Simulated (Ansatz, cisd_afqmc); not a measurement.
System: CsI, charge 0, singlet. CsI (SMILES [I][Cs]).
B3LYP-D3(BJ)/def2-TZVP minimum from Ansatz (a first-principles code):
```
Cs
I 1 3.3768
```

Total energies in def2-SVP, 8 correlated electrons, 13 frozen orbitals. Open shells are spin-unrestricted; no spin-orbit coupling. Correlated methods leave the cores frozen (noble-gas shells, and filled d and f shells in the p block). Past Kr the def2 sets carry scalar-relativistic core potentials. The Monte Carlo rows (phaseless AFQMC, CISD trial, step 0.005/hartree) carry one-sigma bars that omit the constraint's bias. Outlying blocks are dropped, and bars are widened where a walk drifts. Over all cases where full CI ran beside it in this data, AFQMC minus full CI had a median of +0.1 mEh and passed +0.4 mEh in a tenth of the cases. Spin-orbit terms, left out, reach several kcal/mol for Br and I, and more for heavier atoms.

```json
[
 {"method": "HF", "program": "Ansatz", "energy (Eh)": "-316.60533", "minus CCSDTQ (mEh)": "111.22"},
 {"method": "MP2", "program": "Ansatz", "energy (Eh)": "-316.70551", "minus CCSDTQ (mEh)": "11.03"},
 {"method": "CCSD", "program": "Ansatz", "energy (Eh)": "-316.71486", "minus CCSDTQ (mEh)": "1.69"},
 {"method": "CCSD(T)", "program": "Ansatz", "energy (Eh)": "-316.71618", "minus CCSDTQ (mEh)": "0.37"},
 {"method": "CCSDT(Q)", "program": "Ansatz", "energy (Eh)": "-316.71654", "minus CCSDTQ (mEh)": "0.01"},
 {"method": "CCSDTQ", "program": "Ansatz", "energy (Eh)": "-316.71655", "minus CCSDTQ (mEh)": "0.00"},
 {"method": "AFQMC/CISD", "program": "cisd_afqmc", "energy (Eh)": "-316.7165 ± 0.0001", "minus CCSDTQ (mEh)": "0.0 ± 0.1"}
]
```

Rough core times of Ansatz's runs on a shared machine: CCSD(T) under 20 s, CCSDT(Q) under 20 s, CCSDTQ 2 min.
